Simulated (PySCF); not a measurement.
**SMILES Cc1nn[nH]c1C, C4H7N3**

Molfile (atoms numbered from 1):
```
C4H7N3
     RDKit          3D

 14 14  0  0  0  0  0  0  0  0999 V2000
    1.9563   -0.2850    0.0029 C   0  0  0  0  0  0  0  0  0  0  0  0
    0.7016    0.4479    0.3106 C   0  0  0  0  0  0  0  0  0  0  0  0
    0.6923    1.6241    0.9757 N   0  0  0  0  0  0  0  0  0  0  0  0
   -0.5071    2.0376    1.1101 N   0  0  0  0  0  0  0  0  0  0  0  0
   -1.3211    1.1514    0.5397 N   0  0  0  0  0  0  0  0  0  0  0  0
   -0.6106    0.1200    0.0149 C   0  0  0  0  0  0  0  0  0  0  0  0
   -1.2336   -1.0260   -0.6881 C   0  0  0  0  0  0  0  0  0  0  0  0
    2.0792   -0.4023   -1.0732 H   0  0  0  0  0  0  0  0  0  0  0  0
    2.7979    0.2769    0.3968 H   0  0  0  0  0  0  0  0  0  0  0  0
    1.9442   -1.2746    0.4582 H   0  0  0  0  0  0  0  0  0  0  0  0
   -2.3203    1.2849    0.5330 H   0  0  0  0  0  0  0  0  0  0  0  0
   -1.9190   -1.5554   -0.0261 H   0  0  0  0  0  0  0  0  0  0  0  0
   -1.7960   -0.6829   -1.5565 H   0  0  0  0  0  0  0  0  0  0  0  0
   -0.4643   -1.7171   -1.0202 H   0  0  0  0  0  0  0  0  0  0  0  0
  1  2  1  0
  2  3  1  0
  3  4  2  0
  4  5  1  0
  5  6  1  0
  6  7  1  0
  6  2  2  0
  1  8  1  0
  1  9  1  0
  1 10  1  0
  5 11  1  0
  7 12  1  0
  7 13  1  0
  7 14  1  0
M  END
```

Computed, not measured: GIAO B3LYP/pcSseg-1 magnetisability, rotational g tensor and spin-rotation constants, non-relativistic, gas phase (PySCF 2.14.0). Geometry: GFN2-xTB.

Q: What are the magnetisability and the molar susceptibility?

A: Isotropic -1018 × 10⁻³⁰ J/T², or -61.3 × 10⁻⁶ cm³/mol; principal values -1482, -853, -720 × 10⁻³⁰ J/T², anisotropy 705 × 10⁻³⁰ J/T² (root of half the summed squared differences of the principal values). The susceptibility is in cgs units.

Q: Split it along the inertial axes a, b, c into diamagnetic and paramagnetic parts about the centre of mass, with the quadrupole moment.

A: 
```csv
axis,χ (10⁻⁶ cm³/mol),diamagnetic (10⁻⁶ cm³/mol),paramagnetic (10⁻⁶ cm³/mol),summed x² of all electrons (Å²),quadrupole Θ (D Å)
a,-50.6,-435.4,384.9,91.2,-5.45
b,-44.1,-437.8,393.7,90.6,+6.89
c,-89.3,-771.3,682.0,12.0,-1.43
```
Anisotropies 2χaa − χbb − χcc = +32.3 and 2χbb − χaa − χcc = +51.5 × 10⁻⁶ cm³/mol. Θ is traceless in Buckingham's convention.

Q: And the rotational g tensor?

A: 
```tsv
axis	rotational constant (GHz)	g	nuclear part	electronic part
a	3.5795	-0.0337	0.6135	-0.6472
b	3.4655	-0.0549	0.5860	-0.6410
c	1.8003	+0.0138	0.5906	-0.5768
```
Asymmetric top; isotopes 12C, 1H, 14N; no vibrational averaging.
